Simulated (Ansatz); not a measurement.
CH₈BNSi₂ (`C[SiH2]B1N[SiH2]1`). The species carries charge 0 and has multiplicity 1. The geometry is a stationary point of PBE0-D4/def2-TZVP. It is one conformer, not always the lowest.

```xyz
13

C    -1.129    1.181    1.740
Si    0.133   -0.162    1.369
B     0.443   -0.465   -0.579
N     0.016    0.008   -1.803
Si    1.187   -1.236   -2.200
H    -1.261    1.307    2.817
H    -2.100    0.932    1.307
H    -0.809    2.140    1.325
H     1.438    0.189    2.001
H    -0.312   -1.449    1.977
H    -0.632    0.705   -2.136
H     0.625   -2.407   -2.921
H     2.401   -0.742   -2.897
```

(1) What is the dipole moment at ωB97M-V/def2-TZVPP? (An estimate is asked.)

(2) And with PBE, r2SCAN, B3LYP? (Best estimate.)

(3) Give the Mulliken charges with ωB97M-V, B3LYP, r2SCAN in def2-TZVPP. (Estimate.)

## Answers

(1) Computed: 1.82 D, with components (-1.11, 1.20, -0.81) D in this frame, pointing from negative to positive charge.

(2) The calculation gave: PBE 1.93 D, r2SCAN 1.93 D, B3LYP 1.78 D.

(3) Computed: 
| atom | ωB97M-V | B3LYP | r2SCAN |
| --- | --- | --- | --- |
| C1 | -0.46 | -0.40 | -0.31 |
| Si2 | 0.13 | 0.19 | 0.24 |
| B3 | 0.12 | 0.17 | 0.09 |
| N4 | -0.23 | -0.24 | -0.26 |
| Si5 | 0.09 | 0.13 | 0.18 |
| H6 | 0.12 | 0.10 | 0.08 |
| H7 | 0.12 | 0.10 | 0.07 |
| H8 | 0.12 | 0.10 | 0.07 |
| H9 | -0.04 | -0.08 | -0.09 |
| H10 | -0.04 | -0.08 | -0.09 |
| H11 | 0.12 | 0.14 | 0.15 |
| H12 | -0.03 | -0.07 | -0.07 |
| H13 | -0.03 | -0.07 | -0.07 |

B3LYP here is the variant with VWN-RPA as its local correlation; programs differ in this.
